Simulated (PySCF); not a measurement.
Exercise with solution: entropy of an ideal gas

H5NSn, SMILES [SnH3][NH2].

Geometry: B3LYP-D3(BJ)/def2-TZVP. The def2 effective core potentials stand for the cores of Sn; spin–orbit coupling is left out.

B3LYP-D3(BJ)/def2-TZVP in PySCF gives the harmonic wavenumbers 129, 464, 469, 545, 639, 699, 718, 718, 873, 1574, 1879, 1934, 1939, 3496, 3584 cm⁻¹ and the rotational temperatures 2.5087, 0.3533, 0.3476 K. The molar mass is 137.76 g/mol, the symmetry number 1, the spin multiplicity 1.

Work out the entropy at 298.15 K and 1 atm in the rigid-rotor, harmonic-oscillator model.


Translation (Sackur–Tetrode at 1 atm): S = R[1.5 ln M + 2.5 ln T − 1.16487] = 170.2 J/(mol K).
Rotation: q = (√π/σ) T^1.5/√(θA θB θC) = 16400, S = R[ln q + 3/2] = 93.2 J/(mol K).
Vibration: with u = 1.4388 ν/T, each mode gives R[u/(e^u − 1) − ln(1 − e^−u)]:
```csv
ν (cm⁻¹),modes,u,S (J/(mol K))
129,1,0.62,12.39
464,1,2.24,3.16
469,1,2.26,3.10
545,1,2.63,2.32
639,1,3.08,1.62
699,1,3.37,1.29
718,2,3.46,2.39
873,1,4.21,0.65
1574,1,7.60,0.04
1879,1,9.07,0.01
1934,1,9.33,0.01
1939,1,9.36,0.01
```
The stiffer modes add less than 0.005 each. Sum 27.0 J/(mol K).
Spin: R ln 1 = 0.0 J/(mol K).
Total 290.3 J/(mol K); the program's own thermochemistry gives 290.3. Translation makes up 59 % and vibration 9 %. Anharmonicity, hindered rotation and orbital degeneracy are left out.
